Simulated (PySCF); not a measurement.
C₈H₉FO.
Atom-mapped SMILES: `[CH:1]#[C:2][C@@H:3]1[CH2:4][C@@H:5]([F:6])/[C:7]1=[CH:8]\[O:9][CH3:10]`

Cartesian coordinates in Å at the PBE0-D3(BJ)/def2-SVP level; atoms count from 1:
```
atom  x, y, z in Å
C1    -2.1247    1.8584    1.6289
C2    -1.8343    1.0392    0.7847
C3    -1.4765    0.0533   -0.2237
C4    -1.2399   -1.3997    0.2926
C5     0.2487   -1.2914   -0.0631
F6     0.6932   -2.2822   -0.9156
C7    -0.0189    0.0574   -0.6828
C8     0.6267    0.9940   -1.3922
O9     1.8855    1.0294   -1.8261
C10    2.7554   -0.0027   -1.4229
H11   -2.3841    2.5865    2.3747
H12   -2.2070    0.1023   -1.0496
H13   -1.4791   -1.5771    1.3488
H14   -1.7341   -2.1535   -0.3346
H15    0.9303   -1.2864    0.8044
H16    0.0817    1.8912   -1.7053
H17    3.7186    0.1850   -1.9132
H18    2.8999    0.0134   -0.3296
H19    2.3706   -0.9907   -1.7182
```

Definitions: NICS(0) = −σiso at the ring centroid; NICS(1) = −σiso and NICS(1)zz = −σzz at ±1 Å along the ring normal z. Level: GIAO PBE0/pcSseg-1 (PySCF, non-relativistic, gas phase) on the PBE0-D3(BJ)/def2-SVP geometry, one conformer.

Ring bond lengths (Å), with Mayer bond orders in brackets: C3–C4 1.560 (1.01), C4–C5 1.534 (1.04), C5–C7 1.508 (1.00), C7–C3 1.528 (0.98).

Q: Give the NICS values of each ring in ppm.

A: 
```json
{"ring": "C3–C4–C5–C7", "type": "4-membered carbocycle; formal bonds all single", "NICS(0)": "-0.5", "NICS(1), two faces": "-0.8 / -1.6", "NICS(1)zz, two faces": "3.5 / 2.0", "rms pucker (Å)": "0.04", "centre to ring atoms, mean (Å)": "1.08"}
```

Q: What do they say, and how far can they be read as aromaticity?

A: 
- C3–C4–C5–C7: mean NICS(1)zz 2.7 ppm, near zero. C3, C4, C5 have four or more neighbours, so the value isn't read as a sign of a π ring current.

Q: List the ring angles and the Hirshfeld charges of the ring atoms.

A: 
- C3–C4–C5–C7: C3 87.5° (-0.015 e), C4 90.3° (-0.069 e), C5 89.2° (+0.057 e), C7 92.5° (-0.059 e); sum 359.5° against 360° for a flat convex ring.

Q: How shielded are the nuclei of the rings and their hydrogens (means over atoms taken as equivalent)?

A: 
```
atoms                      environment  σ isotropic (ppm)  principal values of the symmetric part, first atom (ppm)
   C3                   allylic carbon              159.4                                       149.0, 161.9, 167.3
   C4        four-membered-ring carbon              146.9                                       132.9, 135.5, 172.4
   C5                   sp3 C–F carbon               96.1                                         66.6, 81.2, 140.4
   C7  fully substituted alkene carbon               71.6                                         -4.9, 85.1, 134.5
  H12                 methine hydrogen              27.66                                          23.1, 27.2, 32.6
  H13               methylene hydrogen              28.94                                          25.7, 27.7, 33.4
  H14               methylene hydrogen              28.75                                          26.0, 27.2, 33.1
  H15                 methine hydrogen              25.59                                          23.2, 26.2, 27.4
```

Q: How do the values depend on the level or the medium?

A: 
```tsv
level	NICS(0), C3–C4–C5–C7	mean NICS(1)zz, C3–C4–C5–C7
PBE0/pcSseg-1, gas	-0.5	2.7
mPW1PW91/pcSseg-1, gas	-0.6	2.7
```

The geometry is the same throughout.
